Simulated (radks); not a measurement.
Task: The bismuth ion Bi13+ is in [Xe] 4f14 5d2. Calculated with a radial shooting solver on a logarithmic mesh with Libxc functionals: non-relativistic Kohn-Sham, PBE, spin-polarised, spherical densities, point nucleus. Open shells are filled with parallel spins first. One electron is removed from 5d, 5p, 4f, 5s in turn, with full relaxation. Which removal costs least, and what does each cost?

Result: 5d 253.21 eV; 5p 318.70 eV; 5s 358.01 eV; 4f 432.01 eV. The 5d electron leaves first.
